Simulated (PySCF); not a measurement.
Ge(H)2(Cl)(OH) (ClGeH₃O), SMILES [OH][GeH2][Cl]. Atoms are numbered in the order given.

```xyz
6

Ge    -0.0543    -0.5634     0.0225
O      1.6442    -0.5666    -0.4578
Cl    -0.7402     1.4756     0.1451
H     -0.8010    -1.2680    -1.1067
H     -0.2433    -1.1599     1.4235
H      2.2113    -0.0949     0.1573
```

Geometry optimised at PBE0-D3(BJ)/def2-TZVP. The values are those of a single conformer.

Calculation: PySCF with TDDFT-PBE0/def2-SVPD.

Vertical excitations. 

Computed UV-visible absorptions:
| state | energy (eV) | λ (nm) | f | main pairs |
|---|---|---|---|---|
| S1 | 7.20 | 172 | 0.033 | HOMO→LUMO 94 % |
| S2 | 7.33 | 169 | 0.006 | HOMO→LUMO+1 65 %, HOMO−1→LUMO 18 %, HOMO−2→LUMO+1 11 % |
| S3 | 7.48 | 166 | 0.022 | HOMO−1→LUMO 71 %, HOMO→LUMO+1 16 % |
| S4 | 7.64 | 162 | 0.024 | HOMO−1→LUMO+1 58 %, HOMO−2→LUMO+1 22 %, HOMO→LUMO+1 13 % |
| S5 | 7.73 | 160 | 0.026 | HOMO−2→LUMO 75 %, HOMO−1→LUMO+1 15 % |
| S6 | 8.06 | 154 | 0.028 | HOMO→LUMO+2 38 %, HOMO−2→LUMO+1 37 %, HOMO−1→LUMO+1 9 %, HOMO−2→LUMO 6 % |
| S7 | 8.10 | 153 | 0.031 | HOMO→LUMO+2 57 %, HOMO−2→LUMO+1 21 % |
| S8 | 8.34 | 149 | 0.013 | HOMO−1→LUMO+2 96 % |
| S9 | 8.59 | 144 | 0.012 | HOMO−2→LUMO+2 68 %, HOMO−3→LUMO 17 % |
| S10 | 8.74 | 142 | 0.025 | HOMO−3→LUMO+1 78 %, HOMO−2→LUMO+2 14 % |
| T1 | 6.63 | 187 | 0 | HOMO→LUMO 93 % |
| T2 | 6.84 | 181 | 0 | HOMO−1→LUMO 62 %, HOMO→LUMO+1 16 %, HOMO−2→LUMO+1 10 % |
| T3 | 6.97 | 178 | 0 | HOMO−1→LUMO 30 %, HOMO→LUMO+1 30 %, HOMO−2→LUMO 20 %, HOMO−2→LUMO+1 7 % |
| T4 | 7.27 | 171 | 0 | HOMO−2→LUMO 40 %, HOMO→LUMO+1 34 %, HOMO−1→LUMO+1 14 % |
Triplets are in the Tamm–Dancoff approximation, which puts them higher than full response would, so one can lie above its singlet here.
